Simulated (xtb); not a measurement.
SiF2, SMILES F[Si]F (connectivity only; charge and spin as stated), neutral, multiplicity 1. All values are semi-empirical tight-binding results from xtb (GFN2-xTB unless named), good for trends rather than for accurate numbers. Coordinates come from a GFN2-xTB optimisation. The isomer is the one that the SMILES or the coordinates give; other isomers of the formula were not compared.

Optimised geometry:

```xyz
3

Si     0.0000     0.0000     0.6284
F      0.0000     1.1684    -0.4887
F      0.0000    -1.1684    -0.4887
```
Charge 0, spin multiplicity 1.

Question: Estimate the properties. (Estimate from the structure and the level; the computed values follow.)

Answer: 
- point group as xtb finds it = C2v
- orbital gap = 3.71 eV
- dipole moment = 1.52 D
- zero-point energy = 2.7 kcal/mol
- G − E(el) at 298.15 K (modified RRHO) = -12.9 kcal/mol
- static polarisability (D4 model) = 37.8 bohr³
- solvation energy, GFN2-xTB/ALPB(water) = 1.4 kcal/mol
- solvation energy, GFN2-xTB/ALPB(octanol) = -0.5 kcal/mol

Computed atomic charges and the Wiberg bond orders between heavy atoms:
charges (e) Si1 0.53, F2 -0.26, F3 -0.26. Bond orders Si1–F2 1.17, Si1–F3 1.17.
